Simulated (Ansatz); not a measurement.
Cartesian coordinates in Å:
```
C -1.5509 0.6472 2.5308
C -1.1013 0.1539 1.5149
Ti -0.3536 -0.6552 -0.1645
F -1.1601 -2.1465 -0.5376
C -0.5856 0.6684 -1.6571
C -0.7251 1.4725 -2.5580
C 1.6127 -0.9617 0.1064
C 2.8031 -1.1441 0.2718
H -1.9429 1.0837 3.4223
H -0.8451 2.1815 -3.3468
H 3.8489 -1.2998 0.4179
```

Charge 0, multiplicity 1.

Problem. List the ωB97M-V/def2-TZVPP orbital energies in eV (Ansatz). (An estimate is asked.)

Solution. Computed: Occupied: -4882.04, -677.95, -550.63, -459.16, -459.13, -459.13, -282.11, -282.11, -282.11, -281.29, -281.29, -281.29, -71.03, -46.66, -46.20, -46.20, -35.23, -23.86, -23.80, -23.80, -18.02, -17.95, -17.95, -15.84, -15.30, -15.30, -13.84, -13.33, -13.33, -11.24, -11.24, -11.11, -10.68, -10.68, -10.45. Lowest empty: -1.31, -1.31, -0.36, 0.07, 0.07, 1.38, 3.14, 3.14.
